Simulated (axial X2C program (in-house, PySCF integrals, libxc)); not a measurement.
# Potential curves of InB⁻, 2c

Computed with an axial X2C code built on PySCF integrals. Two-component (2c) means X2C with spin–orbit coupling and atomic mean-field two-electron Coulomb and Gaunt terms. Basis: In dyall-acv3z [12s13p10d5f1g], B dyall-av3z [8s7p3d2f] (cores contracted in-house); Gaussian nuclei, density fitting, unrestricted open shells. Masses: In 114.904 u, B 11.009 u.

State: Ω = 3/2 (⟨Sz⟩ = 1.49, ⟨Lz⟩ = 0.01 at TPSS). Energies in eV from the lowest point of each curve. Fits are polynomials in 1 − R0/R over 0.85 to 1.23 times the lowest point R0.

```
 R (Å)    TPSS    PBE0
1.9662  0.5245  0.4895
2.0566  0.2284  0.2014
2.1244  0.0976  0.0784
2.1922  0.0259  0.0158
2.2600  0.0000  0.0000
2.3391  0.0132  0.0259
2.4182  0.0608  0.0868
2.5199  0.1563  0.1998
2.6442  0.3048  0.3697
2.8250  0.5475  0.6429
```

The state is a single determinant with fixed occupations, the lowest that a limited PBE0 search found. Density functionals use the spin component along the axis (collinear). PBE0 can misorder states that lie within some tenths of an eV, so this need not be the ground state of the molecule. The nearest other 2c determinant of the search, Ω = 1/2, lies 0.27 eV up at the distance of the search. With several unpaired electrons one determinant need not be a pure state. The highest occupied level of some functionals is positive through self-interaction error; at Hartree–Fock it is bound. This is the top spin component of a Σ state; components of lower Ω are not single determinants and can lie lower.

(1) What are Re and ωe at the TPSS level?

(2) Fit the PBE0 curve near its minimum: give the equilibrium distance and the harmonic wavenumber.

## Answers

(1) At TPSS, 2c: Re = 2.274 Å, ωe ≈ 440 cm⁻¹; Be follows as 0.325 cm⁻¹.

(2) At PBE0, 2c: Re = 2.253 Å, ωe ≈ 464 cm⁻¹; Be follows as 0.331 cm⁻¹.
